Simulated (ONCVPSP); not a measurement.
**An all-electron radial function and its pseudo partner (manganese (Mn))**

Columns: radius, all-electron u(r) and pseudo u(r) of the 3p shell (level -56.11 eV) of manganese in the configuration [Ne] 3s2 3p6 3d5 4s1 4p1; LDA (Perdew-Wang 92), scalar-relativistic, ONCV scheme, ONCVPSP 4.0.1.

| r (bohr) | all-electron | pseudo |
| --- | --- | --- |
| 0.090 | -0.4664 | 0.0399 |
| 0.180 | -0.5568 | 0.1530 |
| 0.270 | -0.2165 | 0.3216 |
| 0.360 | 0.2394 | 0.5203 |
| 0.450 | 0.6343 | 0.7208 |
| 0.540 | 0.9096 | 0.8968 |
| 0.630 | 1.0665 | 1.0286 |
| 0.720 | 1.1273 | 1.1051 |
| 0.810 | 1.1196 | 1.1247 |
| 0.900 | 1.0676 | 1.0939 |
| 0.990 | 0.9898 | 1.0246 |
| 1.080 | 0.8991 | 0.9312 |
| 1.170 | 0.8046 | 0.8277 |
| 1.260 | 0.7118 | 0.7248 |
| 1.350 | 0.6242 | 0.6296 |
| 1.440 | 0.5434 | 0.5449 |
| 1.530 | 0.4704 | 0.4706 |
| 1.620 | 0.4054 | 0.4053 |
| 1.710 | 0.3480 | 0.3479 |
| 1.800 | 0.2978 | 0.2977 |
| 1.890 | 0.2541 | 0.2541 |
| 1.980 | 0.2164 | 0.2163 |
| 2.070 | 0.1839 | 0.1839 |
| 2.160 | 0.1560 | 0.1560 |
| 2.250 | 0.1322 | 0.1322 |
| 2.340 | 0.1118 | 0.1118 |

Question: How many radial nodes do the two functions have?

Answer: The all-electron 3p function has n − l − 1 = 1; the pseudo-wave has 0, since the states of the same l below it are removed with the core.

Question: At about which radius was the pseudo-wave matched?

Answer: 1.65 bohr. The columns agree to 0.0005 from 1.53 bohr on; several derivatives are matched, so the curves merge somewhat inside the radius.

Question: Where does each function peak?

Answer: Outermost all-electron maximum near 0.72 bohr, pseudo maximum near 0.81 bohr (to the table’s step).

Question: Is the pseudo-wave norm-conserving?

Answer: Yes: the ONCV scheme keeps the norm inside the radius equal to the all-electron one, which fixes the energy derivative of the logarithmic derivative at the level.
